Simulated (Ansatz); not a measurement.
This singlet lies 1.86 eV below the relaxed triplet at the level frozen-core CCSD(T)/cc-pVTZ // B3LYP-D3(BJ)/def2-TZVP (Ansatz, a quantum-chemistry and plane-wave program).

A geometry relaxed with B3LYP-D3(BJ)/def2-TZVP in Ansatz, charge 0, multiplicity 1:

```xyz
7

H      1.7922     0.4170    -0.3567
H     -1.8427    -0.2134     0.4860
O      1.8708    -0.3993     0.1518
C     -0.8416     0.0846     0.1671
H     -0.6514     1.0956     0.5478
Si     0.5115    -1.1266     0.7725
H     -0.8388     0.1422    -0.9284
```

### Question
Write the SMILES of this molecule.

### Answer
`C[Si]O`
